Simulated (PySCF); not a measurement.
## Computed structure and properties of HfCl4

System: HfCl4 (singlet); start: template (Td). Method: PySCF 2.14.0, RKS PBE0, Hf def2-SVP with ECP60, Cl def2-SVP; non-relativistic Hamiltonian with scalar-relativistic core potentials where named; density fitting; no spin-orbit coupling.

Input of the relaxation:

```python
mol = gto.M(atom='''
Hf     0.00000    -0.00000     0.00000
Cl     1.36380     1.36380     1.36380
Cl    -1.36380    -1.36380     1.36380
Cl     1.36380    -1.36380    -1.36380
Cl    -1.36380     1.36380    -1.36380''',
    basis={'Hf': 'def2-SVP', 'Cl': 'def2-SVP'},
    ecp={'Hf': 'def2-SVP'},
    charge=0, spin=0)
mf = dft.RKS(mol, xc='PBE0')
mf.grids.atom_grid = (50, 194)
mf = mf.density_fit()  # fitting sets: Hf def2-universal-JKFIT, Cl def2-universal-JKFIT
mf.conv_tol = 1e-08; mf.max_cycle = 55
mf.kernel(dm0)  # dm0: converged density of the start geometry
# quasi-Newton relaxation in Cartesian coordinates to a largest gradient under 0.00045 Eh/bohr, steps kept in the point group
```

Run from Python with OMP_NUM_THREADS=2; the lines above give its settings. Where DIIS fails, smearing, a level shift and second-order steps follow.
It took 15 s on 2 threads of Arm Neoverse V1 (shared host), from the converged density of the start.

Course of the relaxation:

```csv
step,energy above end (eV),largest force component within the symmetry (eV/Å)
0,0.0434,0.353
1,0.0038,0.109
2,0.0000,0.009
3,0.0000,0.000
```

Relaxed geometry (Td):

```xyz
5

Hf    0.0000    0.0000    0.0000
Cl    1.3439    1.3439    1.3439
Cl   -1.3439   -1.3439    1.3439
Cl    1.3439   -1.3439   -1.3439
Cl   -1.3439    1.3439   -1.3439
```

```json
{"contact": "Hf1–Cl2 (Cl)", "Å": "2.328"}
{"contact": "Hf1–Cl3 (Cl)", "Å": "2.328"}
{"contact": "Hf1–Cl4 (Cl)", "Å": "2.328"}
{"contact": "Hf1–Cl5 (Cl)", "Å": "2.328"}
```

On the finer grid (75, 302):

```yaml
HOMO: -9.74 eV
LUMO: -2.23 eV
Dipole_about_the_centre_of_mass: 0.00 D
Set_of_Mulliken_populations_of_Hf1_outside_the_core_potential: s 2.46, p 6.35, d 2.16, f 0.15
D3_BJ_dispersion_energy_not_in_the_energies: -0.195 eV
```

| atom | Mulliken (e) | Löwdin (e) | spin (e) |
| --- | --- | --- | --- |
| Hf1 | 0.88 | -0.59 | 0.00 |
| Cl2 | -0.22 | 0.15 | 0.00 |
| Cl3 | -0.22 | 0.15 | 0.00 |
| Cl4 | -0.22 | 0.15 | 0.00 |
| Cl5 | -0.22 | 0.15 | 0.00 |

On the grid (50, 194), as all that follows. Harmonic modes: a minimum; lowest 104 cm⁻¹ (negative: unstable), highest 404 cm⁻¹, zero-point energy 0.132 eV.

Taking off one Cl (charge -1, singlet; the rest: singlet) in vacuum, both parts rigid, costs 10.73 eV; the small basis without counterpoise inflates it. Most of it is the attraction of opposite charges; other ways to part are cheaper, and one spin state was tried for the rest.

Rigid scan of Cl along the line from its metal:

distance to Cl2 (Å), energy (eV) and a bar:
```
     2.03      1.152 ########
     2.13      0.441 ###
     2.23      0.097 #
     2.33      0.000 
     2.43      0.072 #
     2.53      0.254 ##
     2.73      0.805 ######
     3.03      1.795 #############
     3.43      3.034 ######################
     3.93      4.210 ##############################
```

One start shape was tried, so this needn't be the lowest isomer.
